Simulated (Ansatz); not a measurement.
A series at Al: from `C[O][Al]([O]C)[O]C`, ligands are replaced one by one, each step taking up H₂ and setting free CH₃OH; n counts the steps. Ansatz, PBE0-D4/def2-TZVP geometries. Each molecule was computed in one conformer, which needn't be the lowest.

CBS adds triple-zeta CCSD(T) − MP2 to the MP2 limit, frozen cores; atoms without spin–orbit coupling. 

```tsv
n	molecule	atomization energy, CCSD(T)/CBS (kJ/mol)
0	`C[O][Al]([O]C)[O]C`	6317.1
1	`C[O][AlH][O]C`	4518.0
2	`C[O][AlH2]`	2710.8
3	`[AlH3]`	?
```

Problem. By hand: fit a straight line y = ȳ + b (n − n̄) to the 3 given rows and predict n = 3.

Solution. n̄ = 1.000, ȳ = 4515.30; Σ(n − n̄)(y − ȳ) = -3606.30, Σ(n − n̄)² = 2.000, so b = -1803.15 kJ/mol a step. Prediction: 4515.30 + (-1803.15) × (2.000) = 909.0 kJ/mol.

Problem. By hand: compare with the computed value, 898.6 kJ/mol, and give the steps along the whole series.

Solution. The line misses by -10.4 kJ/mol (computed minus predicted). Steps: -1799.1, -1807.2, -1812.2 kJ/mol.

The steps differ by up to 13.1 kJ/mol, small against a whole step but well beyond the method's doubt, so the ligands' effects don't simply add. The miss is 0.2 % of the series' range. The energies themselves are unsure by some kJ/mol a bond, though much of that is common to the series.
